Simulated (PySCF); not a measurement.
Work out the structure from these simulated measurements.

Elements present: C, H and Si. Monoisotopic mass: 144.1334 u.

| Quantity | Value |
| --- | --- |
| Rotational structure | rotational constants A, B, C: 1.185, 1.179, 0.762 GHz [PBE0-D3(BJ)/def2-SVP] |
| 13C NMR | chemical shifts (computed TMS as zero) by class: 8.6 (4 C), 2.9 (4 C) ppm [GIAO PBE0/pcSseg-1] |
| XPS | Si2p3/2 105.3, C1s 289.6 (×4), C1s 290.4 (×4), Si1s 1845.0 eV [ΔSCF SCAN, pcX-2 on the ionised atom, pcseg-1 elsewhere, spin-free X2C, 2p3/2 from a spin–orbit splitting computed afterwards within the 2p shell] |
| Dipole | 0.00 D [PBE0/pcSseg-1] |
| 1H NMR | chemical shifts (computed TMS as zero) by class: 0.93 (12 H), 0.40 (8 H) ppm [GIAO PBE0/pcSseg-1] |
| NMR, other nuclei | isotropic shieldings of nuclei other than C and H, by class: 343 (1 Si) ppm [GIAO PBE0/pcSseg-1] |

Electronic properties: PySCF, gas phase, density fitting. Levels stand in brackets. Geometry: PBE0-D3(BJ)/def2-SVP, one conformer, isolated molecule. Each NMR value is the plain mean over a class of atoms that symmetry, rotation or inversion makes alike.

Q: Which formula fits the mass and the elements?

A: C8H20Si (calculated 144.1334). No other formula that holds each of these elements comes within 0.0003 u with a fitting electron parity and a possible valence count.

Q: Propose a structure and show how it fits.

A: Numbering: `[CH3:1][CH2:2][Si:3]([CH2:4][CH3:5])([CH2:6][CH3:7])[CH2:8][CH3:9]`. Its formula, C8H20Si, gives 0 degrees of unsaturation, so no ring and no π bond. 8 carbons fall into 2 classes; from least to most shielded: methyl carbon [C1/C5/C7/C9] (8.6 ppm, 4 C), sp3 carbon bound to silicon [C2/C4/C6/C8] (2.9 ppm, 4 C). Hydrogen classes from least to most shielded: 12 H on 4 methyl carbons, C1/C5/C7/C9 (0.93 ppm), 8 H on 4 like atoms (sp3 carbon bound to silicon), C2/C4/C6/C8 (0.40 ppm). The other shieldings belong to: 343 ppm, four-coordinate silicon [Si3]. The core levels belong to: Si2p3/2 105.3 eV, four-coordinate silicon [Si3]; C1s 289.6 eV, sp3 carbon bound to silicon [C2/C4/C6/C8]; C1s 290.4 eV, methyl carbon [C1/C5/C7/C9]; Si1s 1845.0 eV, four-coordinate silicon [Si3]. One atom of each topological class was ionised and stands for its class. By its constants the optimised geometry is a nearly oblate symmetric top. Structure: `CC[Si](CC)(CC)CC` (tetraethylsilane). Computed isomers that give other values at the same levels: `CC(C)[Si](C)(C)C(C)C` (13C chemical shifts (computed TMS as zero) by class: 18.4 (4 C), 13.6 (2 C), -9.2 (2 C) ppm). The assignments are read from this structure; whether some other isomer fits the data as well wasn't checked.

Shape of the structure used: `[CH3:1][CH2:2][Si:3]([CH2:4][CH3:5])([CH2:6][CH3:7])[CH2:8][CH3:9]`: C1–C2–Si3–C4 -179°, C2–Si3–C4–C5 178°, C2–Si3–C6–C7 59°, C2–Si3–C8–C9 -59°.
